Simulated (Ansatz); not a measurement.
Geometry optimisation, RKS LDA/def2-SVP in Ansatz 0.2.0.

input.yaml

```yaml
crystal:
  periodic: [false, false, false]
  atoms:
    - { symbol: C, position_ang: [-0.6144, 1.7128, 0.2587] }
    - { symbol: B, position_ang: [-0.6537, 0.1681, 0.2857] }
    - { symbol: B, position_ang: [0.5539, -0.6752, -0.4392] }
    - { symbol: "N", position_ang: [0.6569, -2.1875, -0.4049] }
    - { symbol: H, position_ang: [-1.5614, 2.1281, 0.7559] }
    - { symbol: H, position_ang: [-0.6833, 2.1204, -0.8084] }
    - { symbol: H, position_ang: [0.2726, 2.1532, 0.7519] }
    - { symbol: H, position_ang: [-1.4854, -0.3956, 0.82] }
    - { symbol: H, position_ang: [1.4565, -0.0752, -0.937] }
    - { symbol: H, position_ang: [1.4439, -2.5166, -0.8793] }
    - { symbol: H, position_ang: [0.6798, -2.4896, 0.6173] }
basis:
  gaussian: { orbitals: def2-SVP }
hamiltonian:
  xc: lda
relax:
  f_tol: 0.015
  max_steps: 40
output:
  orbitals: {}
```

Command:

```bash
$ ansatz run input.yaml --threads 1 --pin off --max-ram 2048MiB --backend cpu --events-out ev --progress --plain --runs-dir out
```

Q: Where does it end, and by what steps?

A: It converged. After 19 steps the energy has fallen by 1.386 eV; H8 moved furthest, 1.27 Å.

| step | energy less start (eV) | largest force component (eV/Å) | accepted |
| --- | --- | --- | --- |
| 0 | 0.0000 | 3.852 | yes |
| 1 | -0.7756 | 2.265 | yes |
| 2 | -1.0968 | 1.394 | yes |
| 3 | -1.2354 | 0.318 | yes |
| 4 | -1.2430 | 0.667 | yes |
| 5 | -1.2902 | 0.188 | yes |
| 6 | -1.3137 | 0.109 | yes |
| 7 | -1.3260 | 0.289 | yes |
| 8 | -1.3346 | 0.248 | yes |
| 9 | -1.3467 | 0.367 | yes |
| 10 | -1.3566 | 0.371 | yes |
| 11 | -1.3616 | 0.364 | yes |
| 12 | -1.3664 | 0.522 | yes |
| 13 | -1.3347 | 0.241 | no |
| 14 | -1.3840 | 0.173 | yes |
| 15 | -1.3853 | 0.037 | yes |
| 16 | -1.3857 | 0.044 | yes |
| 17 | -1.3858 | 0.040 | yes |
| 18 | -1.3859 | 0.065 | yes |
| 19 | -1.3860 | 0.010 | yes |

```xyz
11
Properties=species:S:1:pos:R:3
C -0.566 1.622 0.518
B -0.771 0.206 -0.086
B 0.435 -0.810 -0.626
N 1.073 -1.864 0.018
H -1.378 1.956 1.199
H -0.676 2.279 -0.385
H 0.429 1.847 0.954
H -1.938 -0.105 -0.333
H 0.799 -0.598 -1.787
H 1.793 -2.436 -0.428
H 0.865 -2.154 0.977
```

Run time: 36 s on 1 thread of Arm Neoverse V1, with other jobs on the host, peak memory 0.12 GiB.
